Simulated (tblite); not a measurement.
Torsional barriers computed with GFN2-xTB (tblite), climbing-image nudged elastic band, gas phase; electronic energies of the top image counted from the start geometry. The bands met a force threshold of 0.05 eV/Å; their tops weren't refined or checked by frequencies and can lie a kcal/mol or more above the method's true saddle points. Atom numbers follow the mapped SMILES.

Question: Rank the forward barriers of these bands, lowest first.
A. `[CH3:1][O:2][GeH2:3][Br:4]`: Br4–Ge3–O2–C1 from 51° to 179°
B. `[CH3:1][CH2:2][N@@H+:3]1[BH2-:4][NH2+:5][B@@H-:6]1[OH:7]`: C1–C2–N3–B4 from -74° to 52°
C. `[O:1]=[C:2]([O-:3])[c:4]1[cH:5][cH:6][c:7]2[c:8]([cH:9]1)[CH2:10]2` (charge -1): C5–C4–C2–O3 from 180° to 0°

Answer: C (1.2 kcal/mol), A (1.8 kcal/mol), B (5.2 kcal/mol).

```tsv
SMILES	ends of the turned bond	barrier (kcal/mol)	end above start (kcal/mol)	dihedral at top (°)	bond at start (Å)	bond at top (Å)	Eyring rate at 298 K (s⁻¹)
O=C([O-])c1ccc2c(c1)C2	substituted aromatic carbon / carboxylate carbon	1.2	0.0	-90	1.569	1.566	9 × 10^11
C[O][GeH2][Br]	germanium bonded to Br, O and 2 H / oxygen bonded to C and Ge	1.8	0.5	115	1.737	1.741	3 × 10^11
CC[N@@H+]1[BH2-][NH2+][B@@H-]1O	sp3 carbon bound to nitrogen / nitrogen bonded to 2 B, C and H	5.2	2.2	7	1.460	1.475	9 × 10^8
```

Rates take the electronic barrier for the free energy of activation. GFN2-xTB barriers can miss by several kcal/mol, and conformer orders can be wrong, so the ranking may change at better levels.
